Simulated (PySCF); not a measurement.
**Deuteron quadrupole couplings in `C#CC1=C[SiH2]CC1`**

Compound: C6H8Si.
Cartesian coordinates in Å at the GFN2-xTB level; atoms count from 1:
```
atom  x, y, z in Å
C1     3.3252    0.5897   -0.1492
C2     2.1317    0.4610   -0.2084
C3     0.7318    0.2992   -0.2667
C4    -0.1333    1.3175   -0.3790
Si5   -1.9027    0.7118   -0.4239
C6    -1.3351   -1.0620    0.0010
C7     0.1816   -1.1031   -0.2306
H8     4.3662    0.7106   -0.0999
H9     0.2122    2.3377   -0.4359
H10   -2.5307    0.8213   -1.7463
H11   -2.7727    1.3025    0.5971
H12   -1.8324   -1.8353   -0.5810
H13   -1.5477   -1.2787    1.0481
H14    0.4076   -1.5769   -1.1913
H15    0.6938   -1.6873    0.5386
```

Level: PBE0/pcSseg-1 (PySCF, non-relativistic); Q(2H) = 0.00286 b; rigid geometry, the same for H and D, with no vibrational averaging.

Question: Rank these positions by the coupling χzz of a deuteron there, largest first.
A. H12 (methylene hydrogen)
B. H11 (Si–H hydrogen)
C. H8 (alkyne hydrogen)
D. H9 (vinylic hydrogen)
E. H14 (methylene hydrogen)

Answer: C (266 kHz), D (225 kHz), A (214 kHz), E (201 kHz), B (108 kHz).

Q: Tabulate Vzz, the asymmetry η and χzz = 234.96 MHz × Q × Vzz for every hydrogen position.

A: 
| atom | bonded to | bond length (Å) | Vzz (au) | η | χzz (kHz) |
| --- | --- | --- | --- | --- | --- |
| H8 | C1 | 1.049 | 0.3964 | 0.01 | 266 |
| H9 | C4 | 1.079 | 0.3350 | 0.03 | 225 |
| H10 | Si5 | 1.468 | 0.1594 | 0.01 | 107 |
| H11 | Si5 | 1.466 | 0.1608 | 0.01 | 108 |
| H12 | C6 | 1.088 | 0.3191 | 0.04 | 214 |
| H13 | C6 | 1.090 | 0.3146 | 0.04 | 211 |
| H14 | C7 | 1.095 | 0.2987 | 0.02 | 201 |
| H15 | C7 | 1.093 | 0.3003 | 0.03 | 202 |

Q: Average by the element that carries the hydrogen.

A: on C: 220 kHz over 6 positions, mean bond length 1.082 Å; on Si: 108 kHz over 2 positions, mean bond length 1.467 Å.

Q: How does χzz go with the bond length over the 6 C–H bonds?

A: A straight-line fit has a slope of -14.1 kHz for each 0.01 Å, with a correlation coefficient of -1.00, over lengths from 1.049 to 1.095 Å. The longer bonds have the smaller couplings here.

Q: Give the 2H NMR doublet splittings at H12 for a magnetic field along the z, y and x axes of the gradient: 3χ/2, 3χ(1 + η)/4, 3χ(1 − η)/4.

A: With |χ| = 214.4 kHz and η = 0.041: 322, 167 and 154 kHz, to first order and without motion.

One conformer (not necessarily the lowest) at the GFN2-xTB geometry, without solvent, vibrations or thermal averaging. GFN2-xTB bond lengths can be off by several hundredths of an ångström, more for odd bonds, and the gradients follow them. The small basis limits the accuracy of the gradients.
